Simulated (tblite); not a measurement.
Compound: C8H15NO.
Geometry (GFN2-xTB, Å), atoms numbered from 1 in this order:
```xyz
25
C8H15NO angstrom
C     -1.604   -2.076    0.220
C     -1.444   -0.761    0.219
C     -2.480    0.210   -0.267
C     -2.005    0.941   -1.524
C     -0.249   -0.113    0.854
O     -0.390    0.573    1.853
N      0.964   -0.328    0.296
C      1.197   -1.045   -0.931
C      2.132    0.249    0.936
C      2.510    1.603    0.343
H     -0.849   -2.744    0.601
H     -2.509   -2.536   -0.144
H     -3.415   -0.313   -0.473
H     -2.653    0.941    0.526
H     -2.754    1.660   -1.846
H     -1.832    0.237   -2.336
H     -1.078    1.476   -1.325
H      1.814   -0.442   -1.601
H      1.721   -1.985   -0.733
H      0.254   -1.264   -1.424
H      1.890    0.375    1.994
H      2.962   -0.457    0.838
H      3.380    2.001    0.858
H      1.685    2.301    0.467
H      2.743    1.520   -0.716
```

Computed with GFN2-xTB (tblite): harmonic, unscaled wavenumbers at the GFN2-xTB geometry, gas phase. Errors from tens to a few hundred cm⁻¹ against measured bands are possible. One conformer, not necessarily the lowest.

Harmonic wavenumbers (cm⁻¹): 39.7, 48.5, 53.9, 78.8, 119.9, 162.3, 184.8, 189.4, 214.3, 238.0, 298.2, 322.7, 359.3, 395.4, 436.7, 546.6, 610.4, 689.0, 714.8, 756.5, 816.1, 832.2, 882.3, 905.8, 935.7, 1021.6, 1041.4, 1062.6, 1076.8, 1086.8, 1087.7, 1109.9, 1128.0, 1226.3, 1237.1, 1254.9, 1283.1, 1314.1, 1332.6, 1392.4, 1403.7, 1408.3, 1413.3, 1431.1, 1447.2, 1468.4, 1470.1, 1488.5, 1496.1, 1497.2, 1503.1, 1506.1, 1696.1, 1708.6, 2939.3, 2950.3, 2974.8, 2977.8, 2982.5, 2983.7, 3022.0, 3030.4, 3034.3, 3039.0, 3049.7, 3051.7, 3052.7, 3089.8, 3116.7.

A = 1910, B = 888.4, C = 853.4 MHz; mass 141.115 u (most abundant isotopes); point group C1, symmetry number 1.

Question: What is the zero-point energy?

Answer: ½Σν̃ = 47360 cm⁻¹ = 566.55 kJ/mol.

Question: Give the ideal-gas entropy at 298.15 K and 1 bar in the rigid-rotor, harmonic-oscillator model (classical rotation).

Answer: Translation 170.58, rotation 124.62, vibration 175.42: S = 470.6 J/(mol K).

Question: And Cp and H(298.15 K) − H(0)?

Answer: Cp = 194.78 J/(mol K), of which vibrations give 161.52 (their classical limit is 69 R = 573.7); H(298.15 K) − H(0) = 35.95 kJ/mol without the zero-point energy, 26.04 from vibrations.

Question: What must be added to the electronic energy to get the Gibbs energy at 298.15 K and 1 bar?

Answer: ZPE + [H(298.15 K) − H(0)] − T·S = 566.55 + 35.95 − 140.32 = 462.18 kJ/mol.

Question: How do the functions run with temperature in this model?

Answer: 
| T (K) | S (J/(mol K)) | Cp (J/(mol K)) | H − H(0) (kJ/mol) | G − H(0) (kJ/mol) | ln q(vib) |
| --- | --- | --- | --- | --- | --- |
| 150 | 364.0 | 125.2 | 12.39 | -42.22 | 5.09 |
| 250 | 438.5 | 170.8 | 27.16 | -82.47 | 8.87 |
| 400 | 535.1 | 246.5 | 58.44 | -155.61 | 14.11 |
| 600 | 652.3 | 333.1 | 116.84 | -274.56 | 20.73 |
| 900 | 805.4 | 420.7 | 230.95 | -493.88 | 30.08 |

q(vib) and H(0) count from the zero-point level.

Question: Which modes carry the vibrational entropy at 298.15 K?

Answer: 39.7 cm⁻¹: 22.07; 48.5 cm⁻¹: 20.41; 53.9 cm⁻¹: 19.53; 78.8 cm⁻¹: 16.40; 119.9 cm⁻¹: 12.98; 162.3 cm⁻¹: 10.56 J/(mol K); the other 63 give 73.47 together.

Hindered rotation and anharmonicity are outside this model. Other conformers, if any are populated, would add a mixing term that is left out. The structure is chiral; the term R ln 2 for an equal mix with its mirror image is left out.
